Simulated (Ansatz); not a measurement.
CH3GaS, SMILES `[CH2]1[S][GaH]1`. The species carries charge 0 and has multiplicity 1. The structure was optimised at the PBE0-D4/def2-TZVP level.

```xyz
6

C    -0.153   -0.383    0.716
S    -1.104   -0.859   -0.840
Ga    0.419    0.678   -0.792
H     0.472   -1.186    1.094
H    -0.787    0.050    1.485
H     1.153    1.701   -1.662
```

Task: What is the dipole moment at PBE/def2-TZVPP? (Best estimate.)

Result: The calculation gave: 2.28 D, with components (1.64, 1.51, 0.52) D in this frame, pointing from negative to positive charge.

Task: And with r2SCAN, B3LYP, ωB97M-V? (Best estimate.)

Result: Ansatz gave: r2SCAN 2.47 D, B3LYP 2.48 D, ωB97M-V 2.64 D.

Task: Give the Mulliken charges with PBE, B3LYP, ωB97M-V in def2-TZVPP. (An estimate is asked.)

Result: The calculation gave: 
| atom | PBE | B3LYP | ωB97M-V |
| --- | --- | --- | --- |
| C1 | -0.24 | -0.26 | -0.34 |
| S2 | -0.22 | -0.23 | -0.21 |
| Ga3 | 0.16 | 0.20 | 0.18 |
| H4 | 0.12 | 0.12 | 0.13 |
| H5 | 0.12 | 0.12 | 0.13 |
| H6 | 0.06 | 0.06 | 0.10 |

B3LYP here is the variant with VWN-RPA as its local correlation; programs differ in this.
